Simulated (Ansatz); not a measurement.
Reaction (hydrogenolysis of a C–F bond): `FCN[SiH3]` + H₂ → `CN[SiH3]` + H–F

Program: Ansatz. Geometries: PBE0-D4/def2-TZVP. ΔE: electronic, gas phase. CBS: MP2 limit from def2 TZ/QZ plus the TZ coupled-cluster correction, frozen cores. This one scheme is used for every species. DFT in def2-TZVPP. B3LYP here is the variant with VWN-RPA as its local correlation; programs differ in this. Each species was taken in one conformer, which may not be the lowest.

`FCN[SiH3]`:

Cartesian coordinates in Å:
```
F 0.846 0.463 1.924
C 0.320 1.078 0.780
N -0.597 0.264 0.096
Si -0.123 -1.063 -0.912
H -0.150 2.002 1.126
H 1.175 1.306 0.138
H -1.509 0.233 0.526
H -1.267 -1.378 -1.804
H 1.054 -0.601 -1.692
H 0.251 -2.306 -0.183
```

H₂:

Cartesian coordinates in Å:
```
H -0.356 0.080 -0.079
H 0.356 -0.080 0.079
```

`CN[SiH3]`:

Z-matrix (Å, degrees):
```
C
N 1 1.447
H 1 1.093 2 109.5
H 1 1.094 2 110.9 3 -117.8
H 1 1.098 2 113.8 3 120.2
Si 2 1.716 1 123.0 3 -36.9
H 2 1.007 1 113.6 3 170.5
H 6 1.486 2 107.4 1 175.3
H 6 1.488 2 108.6 1 55.3
H 6 1.496 2 115.3 1 -64.3
```

H–F:

```xyz
2

F     0.223    0.373    0.150
H    -0.223   -0.373   -0.150
```

CCSD(T)/CBS gives -0.71 eV.

Problem. Another level gave -0.58 eV. Which?
A. CCSD(T)/def2-TZVPP
B. r2SCAN0/def2-TZVPP
C. B3LYP-D4/def2-TZVPP
D. BLYP/def2-TZVPP

Solution. C. B3LYP-D4 -0.58, CCSD(T)/def2-TZVPP -0.67, BLYP -0.53, r2SCAN0 -0.63 eV.

Largest T1 diagnostic among the species: 0.011.

From PBE to PBE0 (25 % exact exchange), in def2-TZVPP and without D4, ΔE moves by −0.08 eV. At CCSD(T), def2-SVP lies +0.15 eV from the extrapolated value and def2-TZVPP +0.04 eV.
